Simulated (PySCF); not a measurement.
Correlation energy of Pd⁺ (palladium, charge +1)

[Kr] 4d9, 2D determinant. Computed with PySCF 2.14 in aug-cc-pwCVDZ-PP with ECP28MDF (6s6p5d3f, 70 functions), with scalar relativity through the core potential. Frozen: 4s2 4p6; 9 electrons correlated.

| level | correlation energy (mhartree) |
| --- | --- |
| CCSD | -262.49 |
| (T) | -7.25 |
| CCSD(T) | -269.74 |

Diagnostics: T1 = 0.0037, D1 = 0.0084, largest double amplitude 0.021.

Is a single reference adequate?

Yes, within this model without spin-orbit coupling: T1 lies below 0.03 and no double amplitude reaches 0.07.
